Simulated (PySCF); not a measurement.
C7H7, SMILES [CH]1C2C=CC1C=C2, doublet (B3LYP/def2-SVP optimised geometry):

```
14

C     -1.072     0.674    -0.797
C      0.110     1.225     0.000
C     -0.618     1.295     1.366
C     -1.445     0.238     1.426
C     -1.277    -0.547     0.101
C      0.163    -1.096     0.060
C      0.988    -0.043     0.000
H     -1.901     1.303    -1.147
H      0.591     2.153    -0.335
H     -0.453     2.060     2.127
H     -2.105    -0.050     2.247
H     -2.079    -1.256    -0.141
H      0.426    -2.153     0.120
H      2.079    -0.043     0.000
```

Level of theory: PySCF with unrestricted B3LYP/def2-TZVP.

Q: What are the frontier orbital energies (α orbitals alone; a β orbital can be the lowest empty one) and the dipole moment?

A: HOMO-2 -7.49 eV, HOMO-1 -6.75 eV, HOMO -5.18 eV, LUMO -0.68 eV, LUMO+1 0.65 eV; dipole moment 0.77 D.

Meta-Löwdin charges at B3LYP/def2-TZVP: C1 -0.13, C2 -0.09, C3 -0.13, C4 -0.12, C5 -0.09, C6 -0.13, C7 -0.13, H8 0.11, H9 0.11, H10 0.12, H11 0.12, H12 0.11, H13 0.12, H14 0.12.
